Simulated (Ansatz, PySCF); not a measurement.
FGe, SMILES [F][Ge] (connectivity only; charge and spin as stated), charge +1, multiplicity 1. Atoms are numbered in the order given.

```xyz
2

F      0.0000     0.0000    -1.3165
Ge     0.0000     0.0000     0.3607
```
Charge +1, spin multiplicity 1.

Geometry: PBE0-D3(BJ)/def2-TZVPD. The multiplicity is an assumed one; other spin states were not compared.

Two levels are set side by side: PBE-D3(BJ)/def2-TZVPD (Ansatz, a program for electronic structure) and PBE0-D3(BJ)/def2-TZVPD (Ansatz). Each level has its own optimised geometry; the coordinates shown are those of the second. Frequencies come from the Hessian of PySCF at each geometry. Differences are taken from unrounded values.

| quantity | PBE0-D3(BJ) | PBE-D3(BJ) | PBE-D3(BJ) minus PBE0-D3(BJ) |
|---|---|---|---|
| bond F1–Ge2 (Å) | 1.677 | 1.701 | 0.024 |
| highest harmonic wavenumber (cm⁻¹) | 809 | 763 | -46 |
| mean harmonic wavenumber (cm⁻¹) | 809 | 763 | -46 |
| zero-point energy (kcal/mol) | 1.16 | 1.09 | -0.07 |
